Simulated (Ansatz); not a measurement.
Input file for Ansatz (a program for electronic structure): R-wB97M-V/def2-TZVPPD on AsClH4 (a complex), monomers drawn apart or pushed together. Files ending in .json are basis or fitting sets from the Basis Set Exchange.

Ansatz 0.2 input:
```yaml
crystal:
  periodic: [false, false, false]
  atoms:
    - {symbol: Cl, position_ang: [1.20790380, 0.53037820, 0.65711566]}
    - {symbol: H, position_ang: [0.72764192, 0.27999148, 1.82364411]}
    - {symbol: As, position_ang: [-0.25056727, -0.23204398, 4.22922837]}
    - {symbol: H, position_ang: [-0.82424616, 0.81827521, 3.28227729]}
    - {symbol: H, position_ang: [-0.15041204, -1.26730809, 3.11245217]}
    - {symbol: H, position_ang: [1.17776003, 0.24890783, 3.98957113]}
basis:
  gaussian:
    orbitals: def2-TZVPPD.json
hamiltonian:
  xc: {name: wB97M-V}
scf: {lower_state_search: off}
```

The log:

```
WARN ansatz: RAYON_NUM_THREADS=1 ignored (pool sized by the plan → 1); use --threads N
Functional definition: wB97M-V
these checks for a lower state are left out or cut short: stability, starts, cluster_reference, orbital_swaps, neighbouring_geometries, increment
integrals: 0.12 GiB planned
981 factors; their error is unknown
integrals: 0.15 GiB planned
237 factors; integrals over basis functions are off by at most 4.1e-5 eV
mean field: 0.98 GiB planned
mean field evaluation 1: about -73424.2225 eV, gradient 1.4e1 eV
mean field evaluation 2: about -73424.5923 eV, gradient 1.0e1 eV
mean field evaluation 4: about -73424.7266 eV, gradient 6.2e-1 eV
mean field evaluation 8: about -73424.8897 eV, gradient 3.0e-1 eV
mean field evaluation 16: about -73424.8897 eV, gradient 1.3e-5 eV
mean field -73424.88973674 eV, -2698.3149286473 hartree, gradient 2.6e-6 eV, S^2 0.000000; 0 other end points of the search recorded, 0 dependent functions left out
reference -73424.88980185 eV, -2698.3149310403 hartree; 27, 27 occupied and 146, 146 virtual orbitals, 981 factors
Total energy: -73424.88980185 eV, -2698.3149310403 hartree
Checks for a lower state left out: stability, starts, cluster_reference, orbital_swaps, neighbouring_geometries, increment
```

The run converged.

Cost: very roughly 6 core-seconds.
